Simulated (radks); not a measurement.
Spherical quantum dot in the effective-mass picture: electrons in a hard-walled sphere of radius 8.62, with a point charge +1 (a donor) at the centre, all in effective atomic units (hartree* = m*/eps^2 hartree, bohr* = eps/m* bohr), one dielectric constant everywhere. Method: non-relativistic Kohn-Sham, exchange-only LDA, spin-polarised, spherical densities; computed with a radial shooting solver with Libxc functionals. Levels are named by radial order and angular momentum (1s, 1p, 1d, 2s, ...), and open shells are averaged over m.

N = 8, configuration 1s2 1p(up 3, down 2) 2s(up 1, down 0). This is the lowest configuration that the search found. Occupied and some empty levels:

level,occupation,eigenvalue (hartree*),<r> (bohr*)
1s up,1,1.0082,2.897
1s down,1,1.0670,5.359
1p up,3,1.0919,5.871
2s up,1,1.0929,4.687
1p down,2,1.1098,5.895
1d up,0,1.1565,6.115
1d down,0,1.1738,6.118
2s down,0,1.2205,2.999
1f up,0,1.2429,6.296
1f down,0,1.2601,6.298
1g up,0,1.3497,6.446
1g down,0,1.3668,6.448
2p up,0,1.3867,4.251
2p down,0,1.4208,4.453

Energy (hartree*): total 3.60697, kinetic 1.5124, external -2.2515, Hartree 5.4117, exchange-correlation -1.0657.

Electron density:

r (bohr*),n(r) (e/bohr*^3)
0.225,0.1913
0.655,0.08130
1.08,0.03561
1.51,0.01636
1.95,0.008134
2.38,0.004653
2.81,0.003304
3.23,0.002967
3.67,0.003142
4.09,0.003583
4.53,0.004135
4.96,0.004662
5.39,0.005017
5.82,0.005059
6.25,0.004683
6.68,0.003874
7.11,0.002750
7.54,0.001556
7.97,0.0005868
8.40,0.00006749
